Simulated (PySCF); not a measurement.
CH₅FSi₂, Al₂BH₅N, BClFH₂Si, Al₂BH₄O and others (calculated)

All values are calculated (PySCF 2.14.0). Calculation on a computer-drawn molecule: optimised geometry and harmonic frequencies of an isolated molecule of the commonest isotopes, restricted reference for singlets and unrestricted otherwise, frozen core in MP2.

(1) CH₅FSi₂

Start structure:
```xyz
9
CH5FSi2
C     -0.4826    -0.7041     0.5857
Si     1.1998    -0.3148    -0.2177
Si     0.8034    -0.2113    -2.5375
F      1.5733     1.1680    -2.8404
H     -0.9488    -1.6336     0.1754
H     -1.2362     0.1202     0.3378
H     -0.3811    -0.7926     1.6218
H     -0.3585    -0.0243    -3.4025
H      1.5950    -1.1614    -3.2677
```

Here we set charge 0, multiplicity 1, method HF and basis cc-pV(D+d)Z.

Results for CH₅FSi₂: rotational constants 10.76, 2.088, 1.806 GHz; total energy -718.0917 hartree; convergence status largest gradient component 1.39e-05 hartree/bohr.

Drawn bonds:
```
atom  other atom  order
   1           2      1
   2           3      1
   3           4      1
   1           5      1
   1           6      1
   1           7      1
   3           8      1
   3           9      1
```

Optimised structure:
```xyz
9
CH5FSi2
C     -0.4283    -0.7556     0.4090
Si     1.0888     0.3195    -0.0550
Si     0.8600    -0.0328    -2.4279
F      1.9195     0.8621    -3.2775
H     -0.5372    -1.6865    -0.1567
H     -1.3185    -0.1466     0.1884
H     -0.4523    -0.9866     1.4761
H     -0.4909     0.3237    -2.9254
H      1.1232    -1.4511    -2.7761
```

Modes:
```
frequency (cm⁻¹)  reduced mass (dalton)
           52.41                  2.826
           98.34                  1.223
           128.1                  3.474
           238.4                  7.385
           378.9                  1.265
           429.4                  6.372
             596                  1.486
             693                  2.604
           800.9                  1.102
           858.6                  1.956
           869.1                   2.21
           946.2                   1.29
            1013                  1.072
            1368                  1.214
            1526                  1.051
            1560                  1.062
            2289                  1.037
            2293                  1.044
            3124                  1.045
            3206                  1.087
            3254                  1.102
```

(2) Al₂BH₅N

Start structure:
```xyz
9
Al2BH5N
B     -1.2976    -1.8676     2.8642
Al    -0.6580    -2.6549     0.9613
N     -0.5671    -1.3941    -0.5806
Al     0.8786    -1.4161    -1.7322
H     -1.5876    -0.8140     3.4886
H     -1.2855    -4.1234     0.6535
H     -0.8446    -0.4351    -0.2109
H      1.8007    -0.3504    -2.0387
H      0.5549    -2.5218    -2.9757
```

Here we set charge 1, multiplicity 1, method HF and basis cc-pV(D+d)Z.

Results for Al₂BH₅N: rotational constants 18.23, 1.781, 1.622 GHz; total energy -565.6201 hartree; convergence status largest gradient component 1.743e-05 hartree/bohr.

Drawn bonds:
```
atom  other atom  order
   1           2      1
   2           3      1
   3           4      1
   1           5      1
   2           6      1
   3           7      1
   4           8      1
   4           9      1
```

Optimised structure:
```xyz
9
Al2BH5N
B     -1.5562    -1.6828     2.6834
Al    -0.8277    -2.4961     0.6919
N     -0.0662    -1.2638    -0.2757
Al     0.6700    -1.4473    -1.9442
H     -1.9391    -1.2634     3.7266
H     -1.1462    -4.0096     0.5631
H      0.0001    -0.3233     0.0848
H      1.2973    -0.1779    -2.6066
H      0.5618    -2.9132    -2.4938
```

Modes:
```
frequency (cm⁻¹)  reduced mass (dalton)
           73.07                  3.077
           106.7                  3.367
           178.6                  3.579
           200.9                  1.232
           437.5                  1.243
           460.7                  3.938
             510                  1.259
           567.4                  1.846
           630.6                  1.068
             653                  1.229
           668.8                  1.295
           712.5                  2.252
           727.2                  1.406
             816                  1.092
             935                    3.2
            1113                  1.393
            2038                   1.03
            2068                  1.054
            2114                  1.045
            2870                  1.097
            3737                  1.075
```

(3) BClFH₂Si

Start structure:
```xyz
6
BClFH2Si
F     -0.4610     1.1301     0.6759
B      0.3566     1.3894    -0.3007
Si     2.0472     0.5617    -0.3899
Cl     2.6934    -0.7779     1.0687
H      0.0188     2.0747    -1.1628
H      3.1298     0.6130    -1.2539
```

Settings of this run: charge 0, multiplicity 2, method HF and basis cc-pV(D+d)Z.

It finds rotational constants 8.37, 2.372, 1.866 GHz; total energy -873.7847 hartree; spin squared 0.7686; convergence status largest gradient component 1.342e-05 hartree/bohr.

Drawn bonds:
```
atom  other atom  order
   1           2      1
   2           3      1
   3           4      1
   2           5      1
   3           6      1
```

Optimised structure:
```xyz
6
BClFH2Si
F     -0.4361     1.1907     0.7279
B      0.3614     1.3520    -0.3185
Si     1.9954     0.1887    -0.5562
Cl     2.6870    -0.7134     1.1783
H      0.0374     2.1461    -1.1574
H      3.1397     0.8270    -1.2367
```

Modes:
```
frequency (cm⁻¹)  reduced mass (dalton)
           97.89                  17.35
           138.4                  2.614
           336.2                  4.288
           474.4                  1.671
           519.9                  4.162
           643.4                  3.405
           823.7                  1.325
           860.3                  1.389
            1147                  1.369
            1333                   5.54
            2331                  1.043
            2725                  1.092
```

(4) Al₂BH₄O

Start structure:
```xyz
8
Al2BH4O
B      1.0395    -0.9345     1.3471
Al    -0.1786     0.4981     0.2599
O     -0.9433     1.4143     1.5539
Al    -1.8515     2.4184     2.4705
H      2.0608    -0.6183     1.6696
H      0.5223    -1.9699     1.6854
H     -0.6493     1.0607    -1.0864
H     -2.6201     3.3143     3.4799
```

Settings of this run: charge 1, multiplicity 1, method HF and basis cc-pV(D+d)Z.

It finds rotational constants 15.63, 1.844, 1.673 GHz; total energy -585.5239 hartree; convergence status largest gradient component 3.562e-05 hartree/bohr.

Drawn bonds:
```
atom  other atom  order
   1           2      1
   2           3      1
   3           4      1
   1           5      1
   1           6      1
   2           7      1
   4           8      1
```

Optimised structure:
```xyz
8
Al2BH4O
B      1.0653    -0.9914     1.2864
Al    -0.2082     0.5190     0.4583
O     -1.0862     1.5377     1.6211
Al    -1.9458     2.5409     2.5346
H      2.2163    -0.7711     1.5373
H      0.6564    -2.0921     1.5260
H     -0.5567     0.9486    -1.0094
H     -2.7614     3.4915     3.4255
```

Modes:
```
frequency (cm⁻¹)  reduced mass (dalton)
            86.9                  3.879
           103.4                  1.186
           161.7                  2.621
           211.1                  4.318
           385.4                  1.123
           442.3                  1.243
           449.3                  1.255
           480.9                  8.375
           586.3                  3.285
           646.1                  1.365
           707.9                  1.336
           901.9                  1.364
            1156                  11.44
            1240                  1.138
            2043                  1.043
            2179                  1.053
            2685                  1.052
            2769                  1.123
```

(5) AlBFH₂O

Start structure:
```xyz
6
AlBFH2O
B      1.2333    -2.2070    -0.4532
Al    -0.3637    -1.2021     0.6168
O     -0.5061     0.3919     0.8432
F     -1.4150    -2.4180     1.1583
H      1.2183    -2.4391    -1.6461
H      2.2691    -2.5830     0.0598
```

Here we set charge -1, multiplicity 1, method MP2 and basis aug-cc-pV(D+d)Z.

The calculation gives: rotational constants 6.171, 5.618, 3.012 GHz; total energy -442.7615 hartree; convergence status largest gradient component 9.562e-06 hartree/bohr.

Drawn bonds:
```
atom  other atom  order
   1           2      1
   2           3      1
   2           4      1
   1           5      1
   1           6      1
```

Optimised structure:
```xyz
6
AlBFH2O
B      1.2267    -2.2116    -0.4492
Al    -0.3705    -1.2300     0.6187
O     -0.4651     0.4260     0.8199
F     -1.4555    -2.4563     1.1806
H      1.2235    -2.4194    -1.6507
H      2.2767    -2.5660     0.0596
```

Modes:
```
frequency (cm⁻¹)  reduced mass (dalton)
           123.6                  4.318
           168.2                  1.083
           233.1                  3.781
           257.5                  12.18
           518.1                  5.782
           541.6                  1.406
           656.7                  14.82
           846.2                  1.482
           941.8                  10.23
            1194                  1.141
            2509                  1.058
            2555                  1.116
```

(6) CH₃AlFSi

Start structure:
```xyz
7
CH3AlFSi
F     -1.3546    -1.2734    -2.5550
Si    -0.1765    -1.9746    -1.6233
C     -0.2659    -1.7116     0.0924
Al    -0.7416    -0.0609     1.0814
H      0.5271    -2.6945    -2.6636
H      0.5391    -2.2736     0.6271
H     -0.2960     1.5366     1.2256
```

It was run with charge 0, multiplicity 2, method HF and basis cc-pV(D+d)Z.

Results for CH₃AlFSi: rotational constants 10.54, 2.423, 1.97 GHz; total energy -669.8892 hartree; spin squared 0.7544; convergence status largest gradient component 3.459e-05 hartree/bohr.

Drawn bonds:
```
atom  other atom  order
   1           2      1
   2           3      2
   3           4      1
   2           5      1
   3           6      1
   4           7      1
```

Optimised structure:
```xyz
7
CH3AlFSi
F     -0.9311    -0.6568    -2.4028
Si    -0.2284    -1.7857    -1.5127
C      0.0929    -1.6318     0.1340
Al    -0.3084    -0.1121     1.2467
H      0.0465    -2.9044    -2.4181
H      0.5771    -2.5114     0.5588
H     -1.0170     1.1503     0.5788
```

Modes:
```
frequency (cm⁻¹)  reduced mass (dalton)
           112.7                  7.533
           169.6                  3.645
           227.4                  1.205
           349.1                  4.707
             564                  1.284
           589.3                  2.302
           679.7                  1.988
           714.4                  1.109
           866.1                  1.693
           896.1                   1.73
            1039                  1.471
            1193                  7.515
            1910                  1.043
            2406                  1.044
            3279                  1.085
```

(7) Al₂BH₃N

Start structure:
```xyz
7
Al2BH3N
B      1.5692    -2.3013    -1.0038
Al     0.8962    -2.5384     0.9508
N      0.4746    -2.7567     2.6237
Al    -0.0846    -2.9305     4.2607
H      0.9679    -1.5728    -1.7256
H      2.4006    -2.8507    -1.4007
H     -0.5266    -3.1156     5.7746
```

Settings of this run: charge 1, multiplicity 1, method HF and basis cc-pV(D+d)Z.

It finds rotational constants 230.7, 1.521, 1.511 GHz; total energy -564.4751 hartree; convergence status largest gradient component 1.781e-05 hartree/bohr.

Drawn bonds:
```
atom  other atom  order
   1           2      1
   2           3      1
   3           4      2
   1           5      1
   1           6      1
   4           7      1
```

Optimised structure:
```xyz
7
Al2BH3N
B      1.5295    -2.2925    -1.0016
Al     0.9070    -2.5439     1.0471
N      0.4242    -2.7383     2.6360
Al    -0.0550    -2.9307     4.2140
H      0.9215    -1.5438    -1.6994
H      2.4695    -2.9069    -1.3964
H     -0.4994    -3.1099     5.6800
```

Modes:
```
frequency (cm⁻¹)  reduced mass (dalton)
            78.1                  4.129
           80.84                  4.616
           182.4                  5.576
             192                  7.268
           450.3                  5.798
           475.8                  1.199
             476                  1.201
           638.1                  1.249
           719.1                  13.88
           901.1                  1.305
            1207                  1.112
            1352                  13.07
            2162                  1.052
            2735                  1.045
            2856                  1.131
```

(8) BH₅Si₂

Start structure:
```xyz
8
BH5Si2
B     -1.8469     0.5173     0.3749
Si    -0.3543     1.3724     0.6068
Si     1.6904     2.5344     0.9463
H     -2.8063     1.0927    -0.0400
H     -1.9318    -0.6721     0.5475
H      1.4124     3.9239     1.2506
H      2.4601     1.8911     1.9697
H      2.5238     2.5255    -0.2739
```

It was run with charge 0, multiplicity 1, method HF and basis cc-pV(D+d)Z.

Results for BH₅Si₂: rotational constants 11.53, 4.11, 3.227 GHz; total energy -605.3768 hartree; convergence status largest gradient component 2.235e-06 hartree/bohr.

Drawn bonds:
```
atom  other atom  order
   1           2      1
   2           3      1
   1           4      1
   1           5      1
   3           6      1
   3           7      1
   3           8      1
```

Optimised structure:
```xyz
8
BH5Si2
B     -1.3570     0.7768     0.3759
Si    -0.6559     1.3696     2.1303
Si     1.2536     2.3012     0.9641
H     -2.0702     1.4879    -0.2839
H     -1.0719    -0.3011    -0.0784
H      1.2964     3.7522     1.2727
H      2.4688     1.6500     1.5136
H      1.2836     2.1487    -0.5125
```

Modes:
```
frequency (cm⁻¹)  reduced mass (dalton)
           21.73                  1.111
           93.68                  3.354
           354.1                  1.154
           385.2                  1.017
           393.5                  11.53
           539.1                  1.202
           546.9                  1.161
           661.6                  3.817
           925.3                  1.335
           966.7                  1.101
            1015                   1.05
            1036                  1.036
            1217                  1.161
            2285                  1.047
            2293                  1.022
            2295                  1.051
            2643                  1.053
            2720                  1.121
```

(9) CH₄BF₂

Start structure:
```xyz
8
CH4BF2
C     -0.8390    -0.3238     0.2397
B      0.1227     0.8682     0.7617
F      1.5278     0.4545     0.6561
F     -0.0258     1.0033     2.2012
H     -1.8791    -0.0222     0.3771
H     -0.7148    -1.2594     0.7548
H     -0.6400    -0.4803    -0.8433
H      0.0096     1.9401     0.2270
```

Settings of this run: charge -1, multiplicity 1, method HF and basis aug-cc-pVDZ.

The calculation gives: rotational constants 8.459, 7.764, 4.542 GHz; total energy -263.9179 hartree; convergence status largest gradient component 4.381e-05 hartree/bohr.

Drawn bonds:
```
atom  other atom  order
   1           2      1
   2           3      1
   2           4      1
   1           5      1
   1           6      1
   1           7      1
   2           8      1
```

Optimised structure:
```xyz
8
CH4BF2
C     -0.8382    -0.3074     0.2280
B      0.1605     0.8503     0.7975
F      1.5396     0.4335     0.6379
F     -0.0571     1.0331     2.2190
H     -1.8926    -0.0304     0.3599
H     -0.6785    -1.2606     0.7508
H     -0.6779    -0.4867    -0.8434
H      0.0057     1.9487     0.2247
```

Modes:
```
frequency (cm⁻¹)  reduced mass (dalton)
           213.8                  1.057
           310.3                  2.986
           384.8                  4.107
             480                  3.805
           740.3                  2.247
           814.3                  2.282
           947.4                  2.846
           967.1                   1.83
            1017                  2.387
            1189                  1.379
            1213                  1.446
            1381                   1.36
            1554                  1.053
            1554                  1.054
            2283                  1.073
            3092                  1.036
            3140                  1.099
            3141                  1.099
```

(10) AlBClH₄

Start structure:
```xyz
7
AlBClH4
Al    -0.5590     0.1226    -0.7517
B      1.5478     0.6567    -1.1317
Cl     2.6913    -0.2175    -2.2876
H     -1.4545     1.4460    -1.1424
H     -1.0412    -1.1765    -1.6195
H     -0.6808    -0.1798     0.8607
H      2.1715     1.5657    -0.6310
```

Settings of this run: charge -1, multiplicity 1, method MP2 and basis aug-cc-pV(D+d)Z.

The calculation gives: rotational constants 26.75, 2.325, 2.207 GHz; total energy -728.8030 hartree; convergence status largest gradient component 2.219e-05 hartree/bohr.

Drawn bonds:
```
atom  other atom  order
   1           2      1
   2           3      1
   1           4      1
   1           5      1
   1           6      1
   2           7      1
```

Optimised structure:
```xyz
7
AlBClH4
Al    -0.5550     0.1213    -0.7540
B      1.5390     0.6561    -1.1285
Cl     2.6634    -0.2199    -2.2789
H     -1.4459     1.4445    -1.1428
H     -1.0273    -1.1764    -1.6250
H     -0.6746    -0.1777     0.8559
H      2.1755     1.5693    -0.6300
```

Modes:
```
frequency (cm⁻¹)  reduced mass (dalton)
           38.99                  1.279
           152.2                  4.266
             348                  1.058
           384.8                  2.182
           550.4                  1.903
           698.3                  1.541
           721.9                   3.09
           766.2                  1.056
           776.8                  1.044
           781.2                  1.337
            1049                  1.179
            1680                   1.05
            1698                  1.048
            1751                   1.02
            2515                  1.092
```
